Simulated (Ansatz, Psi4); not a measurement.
Input for Psi4:
```
memory 2 GB

molecule {
0 3
C     1.46970000   -0.56850000   -0.39370000
Si    0.04640000    0.66220000   -0.12100000
C    -1.52280000   -0.18950000    0.53220000
Cl    0.63840000    2.07840000    1.21270000
Cl   -0.38170000    1.58440000   -1.88200000
H     1.19660000   -1.33230000   -1.11570000
H     2.35960000   -0.06830000   -0.76690000
H     1.73950000   -1.06940000    0.53130000
H    -2.32760000    0.52520000    0.68340000
H    -1.88050000   -0.94260000   -0.16360000
H    -1.33770000   -0.67970000    1.48340000
}

set {
  basis sto-3g
  reference uks
  scf_type pk
  puream true
  d_convergence 1e-8
  dft_radial_points 99
  dft_spherical_points 590
}

energy('pbe0')
print_variables()
```

Q: Give the equivalent Ansatz (a program for electronic structure) input.

A: This is not unique; one that fits is 
Ansatz 0.2 input:
```yaml
crystal:
  periodic: [false, false, false]
  atoms:
    - {symbol: C, position_ang: [1.46970000, -0.56850000, -0.39370000]}
    - {symbol: Si, position_ang: [0.04640000, 0.66220000, -0.12100000]}
    - {symbol: C, position_ang: [-1.52280000, -0.18950000, 0.53220000]}
    - {symbol: Cl, position_ang: [0.63840000, 2.07840000, 1.21270000]}
    - {symbol: Cl, position_ang: [-0.38170000, 1.58440000, -1.88200000]}
    - {symbol: H, position_ang: [1.19660000, -1.33230000, -1.11570000]}
    - {symbol: H, position_ang: [2.35960000, -0.06830000, -0.76690000]}
    - {symbol: H, position_ang: [1.73950000, -1.06940000, 0.53130000]}
    - {symbol: H, position_ang: [-2.32760000, 0.52520000, 0.68340000]}
    - {symbol: H, position_ang: [-1.88050000, -0.94260000, -0.16360000]}
    - {symbol: H, position_ang: [-1.33770000, -0.67970000, 1.48340000]}
basis:
  gaussian:
    orbitals: STO-3G
hamiltonian:
  xc: pbe0
magnetization: {spin_polarized: true, initial_magnetization: 2}
accuracy: high
```

Both were run: Psi4 gave -1274.751292 Eh and Ansatz -1274.751295 Eh, 0.003 mEh apart.
